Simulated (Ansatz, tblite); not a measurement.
Series GeHMe2X: gap (eV) at several levels, gas phase, relaxed structures; Ansatz, xTB through tblite. A dash marks a value that wasn't run or was left out as unsound. The structures are stationary points that may keep the symmetry of their start.

```json
{"species": "GeHMe2F (C2H7FGe)", "state": "singlet", "geometry": "PBE0-D4/def2-SVP", "GFN1-xTB": "7.06", "GFN2-xTB": "8.90", "PBE-D4/def2-SVP": "7.46", "PBE-D4/def2-TZVP": "7.34", "B3LYP-D4/6-31G": "–", "PBE0-D4/def2-TZVP": "9.63"}
{"species": "GeHMe2Br (C2H7BrGe)", "state": "singlet", "geometry": "B3LYP-D4/def2-SVP", "GFN1-xTB": "6.06", "GFN2-xTB": "6.13", "PBE-D4/def2-SVP": "5.73", "PBE-D4/def2-TZVP": "5.66", "B3LYP-D4/6-31G": "7.20", "PBE0-D4/def2-TZVP": "7.84"}
{"species": "GeHMe2Cl (C2H7ClGe)", "state": "singlet", "geometry": "PBE0-D4/def2-SVP", "GFN1-xTB": "7.11", "GFN2-xTB": "7.37", "PBE-D4/def2-SVP": "6.60", "PBE-D4/def2-TZVP": "6.50", "B3LYP-D4/6-31G": "8.12", "PBE0-D4/def2-TZVP": "8.80"}
{"species": "GeHMe2(NCO) (C3H7GeNO)", "state": "singlet", "geometry": "PBE-D4/def2-SVP", "GFN1-xTB": "6.15", "GFN2-xTB": "5.91", "PBE-D4/def2-SVP": "6.63", "PBE-D4/def2-TZVP": "6.53", "B3LYP-D4/6-31G": "8.31", "PBE0-D4/def2-TZVP": "8.73"}
{"species": "GeHMe2(SiH3) (C2H10GeSi)", "state": "singlet", "geometry": "r2SCAN-D4/def2-SVP", "GFN1-xTB": "4.70", "GFN2-xTB": "4.79", "PBE-D4/def2-SVP": "6.56", "PBE-D4/def2-TZVP": "6.31", "B3LYP-D4/6-31G": "8.36", "PBE0-D4/def2-TZVP": "8.19"}
{"species": "GeHMe2(NHEt) (C4H13GeN)", "state": "singlet", "geometry": "r2SCAN-D4/def2-SVP", "GFN1-xTB": "5.76", "GFN2-xTB": "7.52", "PBE-D4/def2-SVP": "5.45", "PBE-D4/def2-TZVP": "5.12", "B3LYP-D4/6-31G": "7.20", "PBE0-D4/def2-TZVP": "7.27"}
{"species": "GeHMe2(OiPr) (C5H14GeO)", "state": "singlet", "geometry": "PBE0-D4/def2-SVP", "GFN1-xTB": "6.84", "GFN2-xTB": "8.38", "PBE-D4/def2-SVP": "6.25", "PBE-D4/def2-TZVP": "6.09", "B3LYP-D4/6-31G": "8.01", "PBE0-D4/def2-TZVP": "8.41"}
```

Over the 6 species that have every level, the mean is 6.10 at GFN1-xTB, 6.68 at GFN2-xTB, 6.20 at PBE-D4/def2-SVP, 6.03 at PBE-D4/def2-TZVP, 7.87 at B3LYP-D4/6-31G, 8.21 at PBE0-D4/def2-TZVP. Orbital gaps grow with the share of exact exchange and aren't one observable across functionals.
